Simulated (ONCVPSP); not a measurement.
# Configuration tests for rhodium (ONCV)

```json
{
  "Element": "rhodium",
  "Generator": "ONCVPSP 4.0.1",
  "Type": "optimised norm-conserving Vanderbilt (ONCV)",
  "Functional": "PBE",
  "Relativity": "fully relativistic",
  "Frozen core": "[Ar] 3d10",
  "Valence charge": "17",
  "Reference configuration": "4s2 4p6 4d8 5s1",
  "Partial waves": "4s+5s: rc 1.80 bohr, ncon 4, nbas 9, qcut 7.3 1/bohr, 2 projectors; 4p: rc 1.20 bohr, ncon 4, nbas 8, qcut 7.7 1/bohr, 2 projectors, debl 3.6 Ha; 4d: rc 1.80 bohr, ncon 4, nbas 9, qcut 7.7 1/bohr, 1 projector",
  "Local potential": "polynomial inside 1.05 bohr (lpopt 5, dvloc0 1 Ha)",
  "Core correction": "Teter function fitted to the true core (icmod 2), fcfact 0.35"
}
```

Open shells are filled in proportion to 2j + 1.

Energies are relative to the spin-unpolarised reference configuration 4s2 4p6 4d8 5s1; without spin polarisation the order of configurations can differ from experiment.

```
valence configuration  charge  ΔE all-electron (eV)  error AE − PS (meV)
      4s2 4p6 4d7 5s0      +2                26.973                 -0.8
      4s2 4p6 4d6 5s0      +3                59.475                 +6.2
      4s2 4p6 4d7 5s2       0                 2.479                 -1.5
```

Problem. What are ΔE and the potential's error for 4s2 4p6 4d8 5s0?

Solution. ΔE = 7.462 eV all-electron; the error (AE − PS) is -0.7 meV.

Note: no bound ghost flagged; GHOST(+) flagged for s at 134.3 eV.
